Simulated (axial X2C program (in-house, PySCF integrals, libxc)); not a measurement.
**Spin–orbit effects down a group: molecules with Rb (ions), CCSD(T)**

All values come from calculations with an in-house all-electron X2C program for linear molecules (integrals from PySCF), spin-free (one-electron X2C) or two-component (2c: spin–orbit coupling with atomic mean-field Coulomb and Gaunt terms, which also bring small scalar terms), in Dyall basis sets with cores contracted in-house; open shells are unrestricted.

Basis sets: H dyall-v3z, Li dyall-cv3z, Na dyall-cv3z, Rb dyall-cv3z. Frozen shells (counts by l): RbH⁺ Rb 3s2p1d, H none, 9 electrons correlated; LiRb⁺ Rb 3s2p1d, Li 1s, 9 electrons correlated; NaRb⁺ Rb 3s2p1d, Na 2s1p, 9 electrons correlated. Coupled cluster in natural virtuals with an MP2 remainder. Where the outer core of a metal is frozen, bonds come out longer and ionisation energies lower.

```json
{"molecule": "RbH⁺", "spin-free state": "M_S = 1/2, Λ = 0", "Re (Å)": "3.250", "ωe (cm⁻¹)": "196.4", "De (eV)": "0.03", "2c state": "Ω = 1/2", "Re 2c (Å)": "3.250", "ωe 2c (cm⁻¹)": "196.4", "De 2c (eV)": "0.03"}
{"molecule": "LiRb⁺", "spin-free state": "M_S = 1/2, Λ = 0", "Re (Å)": "4.059", "ωe (cm⁻¹)": "137.7", "De (eV)": "0.50", "2c state": "Ω = 1/2", "Re 2c (Å)": "4.058", "ωe 2c (cm⁻¹)": "137.8", "De 2c (eV)": "0.50"}
{"molecule": "NaRb⁺", "spin-free state": "M_S = 1/2, Λ = 0", "Re (Å)": "4.301", "ωe (cm⁻¹)": "76.9", "De (eV)": "0.51", "2c state": "Ω = 1/2", "Re 2c (Å)": "4.301", "ωe 2c (cm⁻¹)": "76.9", "De 2c (eV)": "0.51"}
```

Work out the shifts from the spin-free to the two-component result.



```tsv
molecule	2c state	ΔRe (Å)	Δωe (cm⁻¹)	ΔDe (eV)
RbH⁺	Ω = 1/2	0.000	0.0	0.00
LiRb⁺	Ω = 1/2	-0.001	noise	0.00
NaRb⁺	Ω = 1/2	0.000	0.0	0.00
```

Shifts of one unit in the last digit are rounding. Where the truncated virtual spaces of the two runs make Δωe unreliable it is marked noise.

Fragments in 2c: Rb+ + H, Rb+ + Li, Rb+ + Na. Each entry is the lowest single determinant of a limited PBE0 search at one distance. De goes to single-determinant-based atoms at the same level (for ions the charge split of lowest energy) and is withheld (n/a) where an atom does not fit its ground term or J level. Main or longest-lived isotopes.
